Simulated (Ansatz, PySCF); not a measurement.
Gas-phase reaction in SMILES: NC=O → [NH]C=O + H atom (the H-N bond at the site shown breaks; other sites are not compared here)
Each molecule is optimised on its own at B3LYP-D3(BJ)/def2-TZVP (Ansatz, an electronic-structure program), one conformer each, not searched for the lowest.

Property: bond dissociation energy (enthalpy at 298 K, with B3LYP-D3(BJ) rigid-rotor harmonic-oscillator terms from PySCF), in eV. Cores are frozen in the correlated levels unless marked. UHF or UKS for open shells. No spin-orbit coupling. Non-relativistic. CBS(X,Y): correlation extrapolated as X^-3; Hartree-Fock from the larger set. The bracket is a focal-point correction in the basis named.

```json
[
 {"level": "HF/cc-pVDZ", "program": "Ansatz", "bond dissociation energy (eV)": "3.58"},
 {"level": "revPBE-D4/def2-TZVPD", "program": "Ansatz + dftd4", "bond dissociation energy (eV)": "4.75"},
 {"level": "BP86-D4/def2-TZVPD", "program": "PySCF + dftd4", "bond dissociation energy (eV)": "4.95"},
 {"level": "M06-L-D4/def2-TZVPD", "program": "PySCF + dftd4", "bond dissociation energy (eV)": "4.70"},
 {"level": "r2SCAN-D3(BJ)/def2-TZVPD", "program": "Ansatz + dftd3", "bond dissociation energy (eV)": "4.78"},
 {"level": "PBE0/def2-QZVPP", "program": "Ansatz", "bond dissociation energy (eV)": "4.85"},
 {"level": "BHLYP/def2-TZVPD", "program": "Ansatz", "bond dissociation energy (eV)": "4.79"},
 {"level": "TPSSh/def2-TZVPD", "program": "PySCF", "bond dissociation energy (eV)": "4.83"},
 {"level": "HSE06-D4/def2-TZVPD", "program": "Ansatz + dftd4", "bond dissociation energy (eV)": "4.85"},
 {"level": "B2PLYP-D3(BJ)/def2-TZVPD", "program": "Ansatz + dftd3", "bond dissociation energy (eV)": "4.90"},
 {"level": "RPA@PBE/cc-pVTZ", "program": "Ansatz", "bond dissociation energy (eV)": "4.75"},
 {"level": "MP2/cc-pVTZ", "program": "Ansatz", "bond dissociation energy (eV)": "5.02"},
 {"level": "RI-MP2/aug-cc-pVQZ", "program": "Ansatz", "bond dissociation energy (eV)": "5.12"},
 {"level": "CCSD/6-31G*", "program": "Ansatz", "bond dissociation energy (eV)": "4.44"},
 {"level": "CCSD/aug-cc-pVDZ", "program": "Ansatz", "bond dissociation energy (eV)": "4.69"},
 {"level": "CCSD(T)/6-31G*", "program": "Ansatz", "bond dissociation energy (eV)": "4.46"},
 {"level": "CCSD(T)/cc-pVDZ", "program": "Ansatz", "bond dissociation energy (eV)": "4.60"},
 {"level": "CCSD(T)/aug-cc-pVTZ", "program": "Ansatz", "bond dissociation energy (eV)": "4.91"},
 {"level": "RI-MP2/CBS(cc-pVTZ,cc-pVQZ)+[CCSD(T)-MP2]/cc-pVDZ", "program": "Ansatz", "bond dissociation energy (eV)": "5.03"},
 {"level": "RI-MP2/CBS(cc-pVTZ,cc-pVQZ)+[CCSD(T)-MP2]/cc-pVTZ", "program": "Ansatz", "bond dissociation energy (eV)": "5.02"},
 {"level": "RI-MP2/CBS(aug-cc-pVTZ,aug-cc-pVQZ)+[CCSD(T)-MP2]/aug-cc-pVTZ", "program": "Ansatz", "bond dissociation energy (eV)": "5.02"}
]
```
